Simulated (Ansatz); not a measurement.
BI3 (`IB(I)I`), charge 0, multiplicity 1.

Give a relaxed structure at PBE0-D4/def2-TZVP (the Gaussian-basis code of Ansatz). (Estimate.)

Ansatz gave: 
```xyz
4

I    -1.590   -1.370    0.220
B     0.000    0.000    0.000
I    -0.383    1.960   -0.683
I     1.973   -0.590    0.463
```
Point group D3h.
